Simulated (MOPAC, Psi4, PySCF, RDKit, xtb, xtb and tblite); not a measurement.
Two geometries of C₅H₁₄SeSi, SMILES [SiH2]([SeH])CC(C)(C)C, relaxed at GFN2-xTB with one dihedral held; other torsions can differ between them too.

Structure A

```
21

C      1.3938    -2.7818    -3.2571
C      0.4805    -2.8304    -2.0327
C     -0.7141    -1.9021    -2.2491
C     -0.0287    -4.2645    -1.8461
C      1.2525    -2.4241    -0.7729
Si     1.9918    -0.6791    -0.7265
Se     3.0149    -0.5987     1.3349
H      1.7081    -1.7620    -3.4647
H      2.2810    -3.3909    -3.0989
H      0.8721    -3.1614    -4.1331
H     -1.3424    -1.8717    -1.3618
H     -1.3189    -2.2525    -3.0828
H     -0.3824    -0.8910    -2.4717
H     -0.6899    -4.3285    -0.9844
H      0.8018    -4.9502    -1.6917
H     -0.5813    -4.5918    -2.7241
H      0.5911    -2.5301     0.0927
H      2.0677    -3.1375    -0.6160
H      3.0383    -0.4245    -1.7172
H      1.0118     0.4077    -0.7422
H      3.4939     0.7408     1.2013
```

Structure B

```
21

C     -1.9952    -1.2090    -4.0754
C     -2.9535    -0.2273    -3.4038
C     -4.2530    -0.9409    -3.0328
C     -3.2673     0.9055    -4.3887
C     -2.3069     0.3876    -2.1530
Si    -2.0487    -0.6692    -0.5887
Se    -1.7093    -2.9181    -0.9334
H     -1.7671    -2.0488    -3.4193
H     -1.0606    -0.7179    -4.3389
H     -2.4395    -1.6102    -4.9836
H     -4.9228    -0.2666    -2.5031
H     -4.7605    -1.2967    -3.9269
H     -4.0522    -1.8006    -2.3958
H     -3.9774     1.6073    -3.9557
H     -2.3622     1.4507    -4.6490
H     -3.6989     0.5053    -5.3035
H     -2.9142     1.2372    -1.8336
H     -1.3388     0.8036    -2.4420
H     -3.2263    -0.6036     0.2824
H     -0.8656    -0.1957     0.1342
H     -1.4954    -3.2169     0.4494
```

Which is lower in energy at the level PBE0-D3(BJ)/def2-SVP // GFN2-xTB (Psi4 1.11), and by how much?

A is lower, by 3.86 kJ/mol (dihedral C2–C5–Si6–Se7: 180° in A, 30° in B).

E(B) − E(A) in kJ/mol at the other levels, on the same two geometries: GFN2-xTB (xtb and tblite) 3.71; PBE0/def2-SVP // GFN2-xTB (Psi4) 6.57; PBE/def2-SVP // GFN2-xTB (Psi4) 5.97; PBE-D3(BJ)/def2-SVP // GFN2-xTB (Psi4) 3.32; UFF // GFN2-xTB (RDKit) 15.42; PM6, restricted, heats of formation // GFN2-xTB (MOPAC) 10.77; AM1, restricted, heats of formation // GFN2-xTB (MOPAC) 1.06; GFN1-xTB // GFN2-xTB (xtb) 2.32; restricted B3LYP/6-31G*, spherical d, density fitting // GFN2-xTB (PySCF) 9.42; restricted B3LYP/LANL2DZ, with its core potentials past Ne // GFN2-xTB (PySCF) 9.83; restricted Hartree-Fock/3-21G, density fitting // GFN2-xTB (PySCF) 10.58; restricted Hartree-Fock/6-31G*, spherical d, density fitting // GFN2-xTB (PySCF) 13.90.
